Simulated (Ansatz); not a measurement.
```xyz
2

S     0.0000    0.0000    0.0000
O     0.0000    0.0000    2.3840
```

Basis set: 6-31G (spherical functions). Charge 0, multiplicity 1.

Computed with Ansatz (development build ahead of 0.2.0); each method stands on the lowest determinant of its kind that the runs found.

Give the atomization energy at this shape (free ground-state atoms in the same class of orbitals less the molecule, no zero-point energy) of singlet SO by PBE0 (unrestricted), PBE (unrestricted), UHF.

```tsv
method	atomization energy
PBE0 (unrestricted)	14.01 kcal/mol
PBE (unrestricted)	28.17 kcal/mol
UHF	-2.83 kcal/mol
```

Caution: another spin multiplicity may lie lower; the shape is not the minimum; the unrestricted determinant is a mixture of spin states.

This basis has no polarisation functions and is too small for such energies, which can lie far from measured ones in either direction.
